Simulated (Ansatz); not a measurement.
Reaction (formal exchange of groups at a C–Sn bond): `[SnH3][C]1=CO1` + SiH₄ → `[SiH3]C1=CO1` + `[SnH4]`

Calculated with Ansatz (gas phase, PBE0-D4/def2-TZVP geometries, no zero-point term in ΔE). CCSD(T)/CBS adds triple-zeta CCSD(T) − MP2 to the extrapolated MP2 energy (def2 sets, frozen cores). This one scheme is used for every species. DFT in def2-TZVPP. B3LYP here is the variant with VWN-RPA as its local correlation; programs differ in this. HSE06 is defined as in plane-wave codes. def2 core potentials past Kr. For Sn outer-core shells are correlated without core-valence functions, which leaves a few kJ/mol of doubt a bond.

| level | ΔE (kJ/mol) | difference from CCSD(T)/CBS |
| --- | --- | --- |
| LDA (SPW92) | -31.9 | -18.2 |
| PBE-D4 | -22.2 | -8.5 |
| revPBE-D4 | -20.0 | -6.3 |
| BLYP-D4 | -17.7 | -4.0 |
| r2SCAN-D4 | -22.9 | -9.2 |
| B97M-V | -26.0 | -12.3 |
| PBE0-D4 | -24.4 | -10.7 |
| B3LYP-D4 | -20.5 | -6.8 |
| r2SCAN0-D4 | -25.2 | -11.5 |
| HSE06-D4 | -24.3 | -10.6 |
| CAM-B3LYP-D4 | -23.5 | -9.8 |
| ωB97X-V | -21.2 | -7.5 |
| ωB97M-V | -22.3 | -8.6 |
| B2PLYP | -18.3 | -4.6 |
| PBE-QIDH | -22.0 | -8.3 |
| PBE | -22.9 | -9.2 |
| revPBE | -20.5 | -6.8 |
| r2SCAN | -23.0 | -9.3 |
| PBE0 | -25.1 | -11.4 |
| B3LYP | -21.8 | -8.1 |
| r2SCANh | -24.0 | -10.3 |
| r2SCAN0 | -25.4 | -11.7 |
| HSE06 | -25.0 | -11.3 |
| BHLYP | -22.8 | -9.1 |
| CAM-B3LYP | -24.3 | -10.6 |
| RPA@PBE/def2-TZVPP | -6.4 | 7.3 |
| HF/def2-SVP | -18.7 | -5.0 |
| CCSD/def2-SVP | -15.9 | -2.2 |
| CCSD(T)/def2-SVP | -11.3 | 2.4 |
| HF/def2-TZVPP | -15.7 | -2.0 |
| MP2/def2-TZVPP | -21.6 | -7.9 |
| SCS-MP2/def2-TZVPP | -20.1 | -6.4 |
| CCSD/def2-TZVPP | -17.3 | -3.6 |
| CCSD(T)/def2-TZVPP | -13.4 | 0.3 |
| HF/def2-QZVPP | -15.8 | -2.1 |
| MP2/def2-QZVPP | -21.8 | -8.1 |
| SCS-MP2/def2-QZVPP | -20.4 | -6.7 |
| HF/CBS(def2) | -15.8 | -2.1 |
| MP2/CBS(def2) | -21.9 | -8.2 |
| CCSD/CBS(def2) | -17.5 | -3.8 |
| CCSD(T)/CBS | -13.7 | 0 |

Largest T1 diagnostic among the species: 0.026, so the coupled-cluster value is less sure than usual.

Leaving LDA and LC-ωPBE aside and taking each functional with its dispersion term where it has one, the values spread over 8.3 kJ/mol, from B97M-V to BLYP-D4. LDA lies −9.0 kJ/mol from PBE without D4. From BLYP to BHLYP (50 % exact exchange), in def2-TZVPP and without D4, ΔE moves by −3.8 kJ/mol.
